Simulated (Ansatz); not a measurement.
Basis-set extrapolation for BFH3NS (`NB(F)S`) (PBE0-D4/def2-TZVP geometry, frozen core, Ansatz 0.2.0). Multiplicity 1, RHF reference.

|  | def2-TZVPP | def2-QZVPP |
| --- | --- | --- |
| HF | -578.086100 | -578.105508 |
| MP2 correlation | -0.734008 | -0.796046 |
| CCSD(T) correlation | -0.791205 | -0.850068 |

Energies in hartree. Use E(X) = E(∞) + A·exp(−7.88·√X) for Hartree–Fock and E(X) = E(∞) + B·X^(−2.97) for correlation, with X = 3 and 4.

What is the CCSD(T) energy at the basis-set limit?

HF limit: -578.105508 + (-0.019408) × 0.13774 = -578.10818. Correlation limit: -0.850068 + (-0.058863) × 0.74074 = -0.89367. Total: -579.00185 hartree, 78.2 kcal/mol below CCSD(T)/def2-TZVPP.
